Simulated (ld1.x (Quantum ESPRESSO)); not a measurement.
Before and after: TM potential for tin

```
Element                 : Sn (Z = 50)
Generator               : ld1.x (Quantum ESPRESSO) 7.5
Type                    : norm-conserving Troullier–Martins (Kleinman–Bylander form)
Functional              : PBE
Relativity              : fully relativistic
Frozen core             : [Kr] 4d10
Valence charge          : 4
Reference configuration : 5s1 5p3
Partial waves           : 5s (bound): rc 1.70 bohr; 5p (bound): rc 2.65 bohr; 5d channel at 0.05 Ry: rc 2.60 bohr
Local potential         : the d channel
Core correction         : a·sin(br)/r model core, default radius (core density twice the valence density)
```

Open shells are filled in proportion to 2j + 1 (rel_dist='average').

All-electron outer shells of the reference configuration (PBE, scalar-relativistic, ld1.x):

```csv
shell,level (eV),outermost node (bohr),outermost maximum (bohr)
4p,-91.24,0.41,0.79
4d,-27.32,0.39,0.88
5s,-11.41,0.98,1.99
5p,-4.32,1.09,2.52
```

Change: wave 5d channel at 0.05 Ry: rc 2.60 bohr becomes 5d channel at 0.94 Ry: rc 2.60 bohr.

Cutoffs: the cutoffs (Ry, on a coarse ladder) from which the occupation-weighted sum of valence levels, in a spherical-Bessel basis at the reference potential, stays within 10 and 1 mRy of its value at 400 Ry; they do not see the model core or the augmentation charge, which bear on the density cutoff. Errors are all-electron minus pseudo energies relative to the spin-unpolarised reference configuration.

Task: How do hardness, ghosts and transferability respond?

Result: The potential gets harder (18 Ry and 50 Ry → 21 Ry and 50 Ry); the bound ghosts move from p, s to s; of the 7 tests that both files solve, the error grows in 1 and shrinks in 3 by more than 15 % and 0.3 meV (median size 21.9 → 11.6 meV); the range in which the p1/2 phases agree narrows (upper end 1.7 → 0.0); the range in which the p3/2 phases agree narrows (upper end 1.9 → -0.1).

| quantity | base | changed |
| --- | --- | --- |
| cutoff, loose | 18 Ry | 21 Ry |
| cutoff, tight | 50 Ry | 50 Ry |
| loose cutoff by channel (10 mRy a level) | s 18 Ry, p 10 Ry | s 21 Ry, p 6 Ry |
| bound ghosts | s, p3/2, p1/2 | s |
| error for 5s2 5p2, meV [ΔE -6.96 eV] | -22 | -4.9 |
| error for 5s2 5p1, meV [ΔE -0.07 eV] | -9.1 | -5.0 |
| error for 5s2 5p0, meV [ΔE 13.90 eV] | -41 | -47 |
| error for 5s2 5p2.3, meV [ΔE -7.81 eV] | -28 | +3.6 |
| error for 5s2 5p1.5, meV [ΔE -4.34 eV] | -13 | -12 |
| error for 5s1 5p2, meV [ΔE 7.56 eV] | -18 | +45 |
| error for 5s1 5p0, meV [ΔE 44.87 eV] | -257 | -281 |
| s: phases at 2.91 bohr within 0.05 rad from the reference energy up to (Ry; the scan ends near 5) | 1.3 | 1.0 |
| p1/2: phases at 2.91 bohr within 0.05 rad from the reference energy up to (Ry; the scan ends near 5) | 1.7 | 0.0 |
| p3/2: phases at 2.91 bohr within 0.05 rad from the reference energy up to (Ry; the scan ends near 5) | 1.9 | -0.1 |
| d3/2: phases at 2.91 bohr within 0.05 rad from the reference energy up to (Ry; the scan ends near 5) | 0.6 | 3.0 |
| d5/2: phases at 2.91 bohr within 0.05 rad from the reference energy up to (Ry; the scan ends near 5) | 0.5 | 2.9 |

 A true bound ghost makes a file unfit for plane-wave use even where its test errors are small: the radial tests pick states by their node count and pass the ghost by.
